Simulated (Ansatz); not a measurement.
Energy profile

The step: SnH₃Br ([Br][SnH3]) + CH₄ → CH₆Sn ([CH3][SnH3]) + HBr; bonds formed: Sn1–C7, Br2–H6; bonds broken: Sn1–Br2, H6–C7 (atoms numbered as in the saddle structure below).

```xyz
10
angstrom
Sn -0.5480 -1.0944 -0.2445
Br 2.4729 -0.7309 0.4877
H 0.1714 -1.6515 -1.6657
H -0.4860 -1.9638 1.2005
H -2.1740 -0.6202 -0.5657
H 0.9813 0.3049 0.2592
C -0.0325 1.1578 0.1181
H 0.7946 1.8247 0.3884
H -0.3827 1.4827 -0.8624
H -0.7969 1.2906 0.8846
```

Electronic energies by CCSD(T) at an estimated basis limit (MP2 extrapolated from triple and quadruple zeta, plus CCSD(T) − MP2 in triple zeta), on PBE0-D4/def2-TZVP structures; CH7BrSn, closed shell; no counterpoise correction. Program: Ansatz 0.2.0. Basis: def2-TZVPP and def2-QZVPP. Cores are frozen in the correlated methods. Filled d shells of the heavier atoms are correlated. Core potentials replace the inner electrons of the atoms past krypton. The def2 sets are not built for correlating such inner shells, so the correlated values are less sure here. Extrapolation: Hartree–Fock as exp(−7.88 √X), correlation as X^−2.97.

(1) Give the profile in kJ/mol, counted from the separated reactants. (Judge from chemistry; the value comes from the calculation.)

No T1 diagnostic of these runs exceeds 0.012. The start structure is not quite a true minimum (one mode of 26i cm⁻¹).

Answers

(1) Computed:
| point | kJ/mol |
| --- | --- |
| separated: SnH3Br (linked as [Br][SnH3]; Sn1, Br2, H3, H4, H5; singlet) + CH4 (H6, C7, H8, H9, H10; singlet) | 0.0 |
| start structure | -5.2 |
| saddle | 240.1 |
| end structure | 119.0 |
| separated: CH6Sn (linked as [CH3][SnH3]; Sn1, H3, H4, H5, C7, H8, H9, H10; singlet) + HBr (Br2, H6; singlet) | 128.3 |

For scale, one of the runs: CCSD(T)/def2-TZVPP, 227 basis functions, launched by `ansatz run in.yaml --threads 8 --pin off --events-out ev --progress --plain --max-ram 19148MiB`. Hardware: 8 CPU threads of a Oxide Virtual Turin-like, shared host. Wall time 66 s; peak host memory 4.2 GiB.
